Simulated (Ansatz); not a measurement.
One change: `[OH][In]([SH])[O][SiH3]` becomes `C[O][In]([OH])[O][SiH3]`.

Ansatz, PBE0-D4/def2-TZVP geometries, multiplicity 1. Each molecule was computed in one conformer, which needn't be the lowest.

Elements past krypton have def2 core potentials.

```
                                          property  `[OH][In]([SH])[O][SiH3]`
                 LUMO energy (PBE/def2-TZVPP) / eV                      -2.93
                LUMO energy (PBE0/def2-TZVPP) / eV                      -2.03
               LUMO energy (B3LYP/def2-TZVPP) / eV                      -2.35
             HOMO–LUMO gap (B3LYP/def2-TZVPP) / eV                       5.44
             HOMO energy (ωB97M-V/def2-TZVPP) / eV                     -10.26
size of the dipole moment (ωB97M-V/def2-TZVPP) / D                       0.42
```

**Question.** What does the change do to each property? (An estimate is asked.)

**Answer.** The calculation gave: 
| property | `C[O][In]([OH])[O][SiH3]` | shift |
| --- | --- | --- |
| LUMO energy (PBE/def2-TZVPP) / eV | -3.06 | -0.13 |
| LUMO energy (PBE0/def2-TZVPP) / eV | -2.14 | -0.11 |
| LUMO energy (B3LYP/def2-TZVPP) / eV | -2.48 | -0.13 |
| HOMO–LUMO gap (B3LYP/def2-TZVPP) / eV | 5.31 | -0.13 |
| HOMO energy (ωB97M-V/def2-TZVPP) / eV | -10.42 | -0.16 |
| size of the dipole moment (ωB97M-V/def2-TZVPP) / D | 0.54 | 0.12 |

Dipoles are sizes alone; their direction can turn.

B3LYP here is the variant with VWN-RPA as its local correlation; programs differ in this.
